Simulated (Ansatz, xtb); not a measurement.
Relative energy of two structures of N2Si2

Structure I is a singlet given by its coordinates and structure II is a singlet given by its coordinates. Both are isolated molecules in the gas phase, relaxed with B3LYP-D4/def2-TZVP.

I (Å):

```yaml
atoms:
  - { symbol: N, position_ang: [0.0000, 0.0000, -0.6311] }
  - { symbol: N, position_ang: [0.0000, 0.0000, 0.6311] }
  - { symbol: Si, position_ang: [0.0000, 0.0000, 2.2113] }
  - { symbol: Si, position_ang: [0.0000, 0.0000, -2.2113] }
```

Close contacts (Å): N1–N2 1.26, N1–Si4 1.58, N2–Si3 1.58.

II (Å):

```xyz
4

N     0.5444   -1.2858   -0.7814
N     0.3494   -0.3508    0.7704
Si    0.3237   -2.1028    0.7530
Si    1.5932    0.0630   -0.3925
```

Close contacts (Å): N1–Si3 1.75, N1–Si4 1.75, N2–Si3 1.75, N2–Si4 1.75.

Energies in hartree; the thermal terms are from B3LYP-D4/def2-TZVP harmonic frequencies (ideal gas, rigid rotor, one conformer each, 200 K, 1 atm) and include the zero-point energy:

|  | I | II |
| --- | --- | --- |
| E, CCSD(T)/def2-TZVPP | −687.387168 | −687.377831 |
| zero-point energy | 0.010419 | 0.008365 |
| H(200 K) − E | 0.013525 | 0.011287 |
| G(200 K) − E | −0.004872 | −0.008108 |

Task: Work out ΔE, ΔE₀, ΔH and ΔG for I → II in kcal/mol (1 Eh = 627.51 kcal/mol) and the equilibrium ratio [II]/[I].

Result: 1. ΔE = −687.377831 − (−687.387168) = +0.009337 Eh = +5.86 kcal/mol.
2. ΔE₀ = ΔE + ΔZPE = +0.009337 + (−0.002054) Eh = +4.57 kcal/mol.
3. ΔH = ΔE + (−0.002238) Eh = +4.45 kcal/mol.
4. ΔG = ΔE + (−0.003236) Eh = +3.83 kcal/mol, so ΔS = (ΔH − ΔG)/T = +13.1 J/(mol K).
5. kT = 0.6334 mEh, so K = [II]/[I] = exp(−ΔG/kT) = exp(−9.63) ≈ 6.6 × 10^−5.

Structure I is favoured at this temperature. An error of 1 kcal/mol in ΔG would change K by a factor of 12. Large T1 diagnostics make the coupled-cluster value less sure. Mirror images and further conformers aren't counted.

Other levels gave ΔE = +15.6 (B3LYP-D4/def2-TZVP); +4.3 (HF/def2-TZVPP); +10.6 (MP2/def2-TZVPP) kcal/mol. The correlated steps freeze 12 core orbitals. Programs: Ansatz 0.2.0.
